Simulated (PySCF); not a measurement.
# Dipole moment and polarisability of `O=Cc1ccc(C(=O)Cl)s1`

C₆H₃ClO₂S.
Atom-mapped SMILES: `[O:1]=[CH:2][c:3]1[cH:4][cH:5][c:6]([C:7](=[O:8])[Cl:9])[s:10]1` (hydrogens: H11 on C2; H12 on C4; H13 on C5)

Geometry (GFN2-xTB, Å), atoms numbered from 1 in this order:
```
atom  x, y, z in Å
O1     3.210    0.590    1.387
C2     2.702    0.166    0.382
C3     1.271    0.064    0.146
C4     0.645   -0.415   -0.988
C5    -0.744   -0.378   -0.895
C6    -1.177    0.132    0.314
C7    -2.521    0.335    0.801
O8    -2.854    0.780    1.852
Cl9   -3.750   -0.166   -0.377
S10    0.139    0.570    1.348
H11    3.307   -0.194   -0.472
H12    1.182   -0.777   -1.847
H13   -1.415   -0.705   -1.668
```

Level: CAM-B3LYP/def2-SVPD (PySCF), static field, nuclei fixed, core orbitals frozen in the response. The polarisability tensor in these axes (au):

```
x   162.42   2.67   5.96
y     2.67  69.71  18.63
z     5.96  18.63 105.92
```

Question: Diagonalise the tensor; give its mean and Δα, where Δα² is half the sum of the squared differences of the eigenvalues.

Answer: Principal values 61.84, 112.93 and 163.28 au; mean 112.69 au = 16.70 Å³ = 18.58 × 10⁻⁴⁰ C²·m²/J; Δα = 87.85 au (78 % of the mean).

Question: What is the dipole moment, and where does it point?

Answer: (1.00, -1.74, -4.13) D, 4.59 D in size, pointing from the negative to the positive side. Measured along this direction, the outermost atoms are O8 at the negative end and H12 at the positive end.

Question: What would n − 1 = 2πNα be for an ideal gas of these molecules at 400 K and 1 atm, electronic part alone?

Answer: N = p/kT = 1.8347 × 10¹⁹ cm⁻³, so n − 1 = 2π × N × 16.70 × 10⁻²⁴ cm³ = 1925 × 10⁻⁶ at long wavelengths.

Question: What depolarisation ratio follows for Rayleigh scattering of linearly polarised light, taking the static tensor?

Answer: ρ = 3Δα²/(45ᾱ² + 4Δα²) = 23151.3/(571407 + 30868.3) = 0.0384.

Question: Traceless (Buckingham) quadrupole moment about the centre of nuclear charge: eigenvalues?

Answer: -15.61, 5.81, 9.80 D·Å. The values depend on the origin, since the dipole doesn't vanish. The electronic extent ⟨r²⟩ about the same centre is 2204 bohr², a root-mean-square distance of 2.65 Å for the 88 electrons.

Geometry: GFN2-xTB, one conformer, isolated molecule.

The run behind these numbers computed excited states as well. Rough CPU time on one thread of a shared machine: about 2.7 min.
